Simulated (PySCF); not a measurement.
Compound: C6H15NSi.
Cartesian coordinates in Å at the PBE0-D3(BJ)/def2-SVP level; atoms count from 1:
```xyz
23
C6H15NSi angstrom
C      3.6237    0.0448   -0.0541
C      2.2258   -0.5341    0.0950
C      1.1293    0.4373   -0.3243
C     -0.2830   -0.1356   -0.2913
C     -0.7162   -0.6192    1.1006
N     -2.1489   -0.8323    1.0573
Si    -2.9619    0.1301   -0.1355
C     -1.3480    0.8563   -0.7924
H      3.7461    0.9541    0.5563
H      3.8311    0.3233   -1.1000
H      4.3981   -0.6724    0.2595
H      2.1387   -1.4576   -0.5052
H      2.0689   -0.8423    1.1430
H      1.1671    1.3355    0.3201
H      1.3379    0.7957   -1.3480
H     -0.3135   -1.0206   -0.9551
H     -0.1866   -1.5517    1.3626
H     -0.4139    0.1394    1.8563
H     -2.5639   -1.3134    1.8431
H     -3.7516   -0.6759   -1.1235
H     -3.9017    1.1691    0.4041
H     -1.2999    1.0041   -1.8816
H     -1.1938    1.8443   -0.3222
```

Computed with PBE0-D3(BJ)/def2-SVP geometry optimisation, gas phase in PySCF 2.14.0.

Take the most abundant isotopes and a rigid rotor. The values belong to one conformer with, in the numbering `[CH3:1][CH2:2][CH2:3][C@H:4]1[CH2:5][NH:6][SiH2:7][CH2:8]1`, C1–C2–C3–C4 176°, C2–C3–C4–C5 60°, C3–C4–C5–N6 167°, C4–C5–N6–Si7 -26°, C5–N6–Si7–C8 4°, N6–Si7–C8–C4 19°.

Task: Give the principal moments of inertia and the rotational constants in cm⁻¹.

Result: Ia = 106.84, Ib = 667.68, Ic = 740.95 u·Å²; 505379 MHz·u·Å²/I gives 4730, 756.9 and 682.1 MHz, that is A = 0.15779, B = 0.02525, C = 0.02275 cm⁻¹.

Task: What kind of rotor is it?

Result: A near-prolate asymmetric top. Ray's parameter κ = (2B − A − C)/(A − C) = -0.963; −1 is the prolate and +1 the oblate limit.

Task: Is it planar, by Δ = Ic − Ia − Ib?

Result: Not planar: Δ = Ic − Ia − Ib = -33.57 u·Å². For a rigid frame Δ = −2 Σ m c², so Σ m c² = 16.78 u·Å² lies off the ab plane: 13.53 from hydrogen and 3.26 from heavier atoms. The atom farthest from that plane is 1.39 Å away.

Task: Which lines would a microwave search look for?

Result: The dipole components are |μa| = 0.78 D, |μb| = 0.61 D, |μc| = 0.24 D. Intensities carry the squares of the components, which stand as 1.00 : 0.62 : 0.09 (a : b : c). Some lines, for components of 0.1 D or more:

| type | branch | J(Ka,Kc) | MHz | lower level (cm⁻¹) |
| --- | --- | --- | --- | --- |
| a | Q | 3(1,2) ← 3(1,3) | 449 | 0.414 |
| a | R | 2(1,2) ← 1(1,1) | 2803 | 0.181 |
| c | Q | 3(1,3) ← 3(0,3) | 3791 | 0.288 |
| a | R | 3(1,2) ← 2(1,1) | 4429 | 0.282 |
| c | R | 3(1,2) ← 2(0,2) | 8553 | 0.144 |
| c | Q | 3(2,2) ← 3(1,2) | 11809 | 0.429 |
| b | R | 2(2,0) ← 1(1,1) | 14949 | 0.181 |
| c | R | 3(2,1) ← 2(1,1) | 16242 | 0.282 |
| c | R | 3(2,2) ← 2(1,2) | 16462 | 0.274 |
| b | R | 3(2,1) ← 2(1,2) | 16467 | 0.274 |
| b | Q | 3(3,0) ← 3(2,1) | 20050 | 0.823 |
| b | Q | 3(3,1) ← 3(2,2) | 20055 | 0.823 |

Task: Estimate the classical rotational partition function at 25 K, 298.15 K and 500 K.

Result: Point group C1, symmetry number σ = 1; q = (√π/σ)·√((kT/h)³/(ABC)), k/h = 20836.6 MHz/K: 13500 at 25 K, 555000 at 298.15 K, 1210000 at 500 K.

No frequency check. Constants of a rigid frame at the computed geometry: no zero-point averaging, no centrifugal distortion. A rigid rotor knows nothing of inversion at nitrogen or internal rotation, which can split or shift real lines. Quadrupole hyperfine structure (14N) is left out.
